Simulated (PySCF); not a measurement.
Te(Et)(SH) (C2H6STe), SMILES CC[Te]S.

Geometry optimised at PBE-D3(BJ)/def2-SVP. This is a generated structure with no PubChem entry under its InChIKey; it may be hypothetical. The def2 effective core potentials stand for the cores of Te; spin–orbit coupling is left out. One conformer was computed; it need not be the lowest.

Level of theory: PBE-D3(BJ)/def2-SVP run with PySCF 2.14.0.

Frequencies are harmonic and unscaled.

Question: List the normal modes with their intensities. (An estimate is asked for; the answer gives what the named calculation found.)

Answer: 
```json
[
 {"mode": "1", "ν (cm⁻¹)": "66", "IR (km/mol)": "0.1", "moving atoms (share of kinetic energy)": "H 41 %, C 39 %, S 16 %"},
 {"mode": "2", "ν (cm⁻¹)": "128", "IR (km/mol)": "0.4", "moving atoms (share of kinetic energy)": "S 34 %, C 31 %, H 26 %, Te 9 %"},
 {"mode": "3", "ν (cm⁻¹)": "242", "IR (km/mol)": "2.9", "moving atoms (share of kinetic energy)": "H 69 %, C 26 %"},
 {"mode": "4", "ν (cm⁻¹)": "266", "IR (km/mol)": "0.2", "moving atoms (share of kinetic energy)": "H 52 %, C 38 %, Te 9 %"},
 {"mode": "5", "ν (cm⁻¹)": "301", "IR (km/mol)": "13.9", "moving atoms (share of kinetic energy)": "H 90 %"},
 {"mode": "6", "ν (cm⁻¹)": "339", "IR (km/mol)": "4.7", "moving atoms (share of kinetic energy)": "S 79 %, Te 20 %"},
 {"mode": "7", "ν (cm⁻¹)": "467", "IR (km/mol)": "2.8", "moving atoms (share of kinetic energy)": "C 71 %, H 21 %"},
 {"mode": "8", "ν (cm⁻¹)": "693", "IR (km/mol)": "7.3", "moving atoms (share of kinetic energy)": "H 84 %, C 16 %"},
 {"mode": "9", "ν (cm⁻¹)": "729", "IR (km/mol)": "4.1", "moving atoms (share of kinetic energy)": "H 97 %"},
 {"mode": "10", "ν (cm⁻¹)": "924", "IR (km/mol)": "5.6", "moving atoms (share of kinetic energy)": "H 86 %, C 13 %"},
 {"mode": "11", "ν (cm⁻¹)": "945", "IR (km/mol)": "3.9", "moving atoms (share of kinetic energy)": "H 81 %, C 18 %"},
 {"mode": "12", "ν (cm⁻¹)": "1042", "IR (km/mol)": "0.3", "moving atoms (share of kinetic energy)": "C 73 %, H 27 %"},
 {"mode": "13", "ν (cm⁻¹)": "1158", "IR (km/mol)": "47.6", "moving atoms (share of kinetic energy)": "H 73 %, C 27 %"},
 {"mode": "14", "ν (cm⁻¹)": "1198", "IR (km/mol)": "2.1", "moving atoms (share of kinetic energy)": "H 77 %, C 23 %"},
 {"mode": "15", "ν (cm⁻¹)": "1336", "IR (km/mol)": "4.7", "moving atoms (share of kinetic energy)": "H 81 %, C 19 %"},
 {"mode": "16", "ν (cm⁻¹)": "1388", "IR (km/mol)": "2.1", "moving atoms (share of kinetic energy)": "H 88 %, C 12 %"},
 {"mode": "17", "ν (cm⁻¹)": "1407", "IR (km/mol)": "8.3", "moving atoms (share of kinetic energy)": "H 97 %"},
 {"mode": "18", "ν (cm⁻¹)": "1426", "IR (km/mol)": "3.1", "moving atoms (share of kinetic energy)": "H 96 %"},
 {"mode": "19", "ν (cm⁻¹)": "2578", "IR (km/mol)": "1.7", "moving atoms (share of kinetic energy)": "H 97 %"},
 {"mode": "20", "ν (cm⁻¹)": "2960", "IR (km/mol)": "28.7", "moving atoms (share of kinetic energy)": "H 97 %"},
 {"mode": "21", "ν (cm⁻¹)": "2992", "IR (km/mol)": "7.8", "moving atoms (share of kinetic energy)": "H 94 %"},
 {"mode": "22", "ν (cm⁻¹)": "3044", "IR (km/mol)": "7.8", "moving atoms (share of kinetic energy)": "H 91 %, C 9 %"},
 {"mode": "23", "ν (cm⁻¹)": "3058", "IR (km/mol)": "0.4", "moving atoms (share of kinetic energy)": "H 91 %, C 9 %"},
 {"mode": "24", "ν (cm⁻¹)": "3076", "IR (km/mol)": "10.4", "moving atoms (share of kinetic energy)": "H 90 %, C 10 %"}
]
```
